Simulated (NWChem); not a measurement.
Molecule: C$_{3}$H$_{7}$NSi; SMILES C[Si@@H]1C=NC1

```xyz
12

C     -0.0385     2.0698     0.5399
Si    -0.0111     0.4899    -0.4710
C     -1.0934    -0.9710     0.0389
N     -0.1252    -1.7657     0.3325
C      1.0995    -0.9695     0.0736
H     -0.9238     2.6767     0.2929
H     -0.0589     1.8494     1.6176
H      0.8543     2.6792     0.3267
H     -0.0062     0.8382    -1.9298
H     -2.1392    -1.2990     0.1363
H      1.7423    -1.4626    -0.6739
H      1.6976    -0.8583     0.9933
```
Atoms are numbered in this order, from 1.

Coordinates come from a PBE0/def2-SVP optimisation. No frequency run checked for a minimum.

**Question.** Give the principal values of the shielding tensors (ppm) of C1, Si2, C3, N4, C5 from PBE0/pcSseg-1, GIAO (NWChem), with their diamagnetic and paramagnetic parts as GIAO splits them.

**Answer.** 
```
atom     σ11     σ22    σ33  isotropic  diamagnetic  paramagnetic
----  ------  ------  -----  ---------  -----------  ------------
C1     182.1   187.2  189.5      186.3        254.7         -68.4
Si2    245.2   333.3  429.0      335.9        879.5        -543.6
C3    -140.2   -19.8  113.2      -15.6        255.1        -270.7
N4    -808.5  -170.9  175.1     -268.1        327.7        -595.8
C5     105.1   119.9  173.2      132.7        250.5        -117.7
```
